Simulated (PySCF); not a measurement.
Ge(H)(Cl)2(vinyl) (C2H4Cl2Ge), SMILES C=[CH][GeH]([Cl])[Cl].

Geometry optimised at r2SCAN-D4/def2-SVP. This is a generated structure with no PubChem entry under its InChIKey; it may be hypothetical. Other conformers were not sampled.

All values below come from PBE/def2-TZVP in PySCF.

Estimate the frontier levels, gap, dipole moment and polarisability. (The exact figures need the calculation; the answer reports its results.)


| Item | Value |
|---|---|
| highest occupied level | -7.38 eV |
| lowest empty level | -2.20 eV |
| orbital gap | 5.18 eV |
| dipole moment | 2.63 D |
| quadrupole, principal values (traceless, Buckingham form, about the centre of nuclear charge) | -5.35, 0.43, 4.92 D·Å |
| mean static polarisability | 77.8 bohr³ (11.53 Å³) |
| polarisability, principal values | 61.5, 77.7, 94.2 bohr³ |
